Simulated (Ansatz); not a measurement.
Consider the formal exchange of groups at a C–C bond: `OBCCCl` + `C=NC` → `C/N=C\CCl` + `CBO`.

Program: Ansatz. Geometries: PBE0-D4/def2-TZVP. ΔE: electronic, gas phase. CCSD(T)/CBS adds triple-zeta CCSD(T) − MP2 to the extrapolated MP2 energy (def2 sets, frozen cores). Each species was taken in one conformer, which may not be the lowest.

`OBCCCl`:

Cartesian coordinates in Å:
```
O -1.217 -1.517 -1.203
B -0.887 -0.688 -0.188
C 0.103 0.498 -0.471
C 0.979 0.848 0.709
Cl 2.003 -0.550 1.173
H -1.848 -2.195 -0.951
H -1.386 -0.841 0.899
H -0.512 1.382 -0.704
H 0.710 0.303 -1.359
H 0.389 1.093 1.592
H 1.665 1.668 0.502
```

`C=NC`:

```xyz
8

C    -0.812   -1.009   -0.100
N     0.285   -0.536   -0.490
C     0.686    0.747    0.022
H    -1.475   -0.490    0.608
H    -1.139   -1.980   -0.472
H    -0.040    1.193    0.718
H     1.649    0.643    0.529
H     0.845    1.432   -0.815
```

`C/N=C\CCl`:

```xyz
11

C    -1.046    0.451    1.187
N    -1.236   -0.195   -0.083
C    -0.287   -0.428   -0.879
C     1.170   -0.105   -0.738
Cl    2.137   -1.576   -1.034
H    -1.538   -0.151    1.954
H    -0.009    0.629    1.495
H    -1.567    1.413    1.166
H    -0.539   -0.931   -1.816
H     1.469    0.621   -1.495
H     1.445    0.271    0.243
```

`CBO`:

Z-matrix (Å, degrees):
```
C
B 1 1.559
H 1 1.096 2 110.2
H 1 1.092 2 113.4 3 122.1
H 1 1.096 2 110.2 3 -115.8
O 2 1.357 1 119.4 3 -122.1
H 2 1.207 1 121.8 3 57.8
H 6 0.960 2 113.1 1 180.0
```

| level | ΔE (kJ/mol) |
| --- | --- |
| SCS-MP2/def2-TZVPP | -1.0 |
| CCSD/def2-TZVPP | -0.4 |

(1) What does CCSD(T)/CBS give? (Estimate.)

Largest T1 diagnostic among the species: 0.012.

## Answers

(1) Computed: -2.0 kJ/mol. The listed levels differ from it by 1.0, 1.6 kJ/mol.
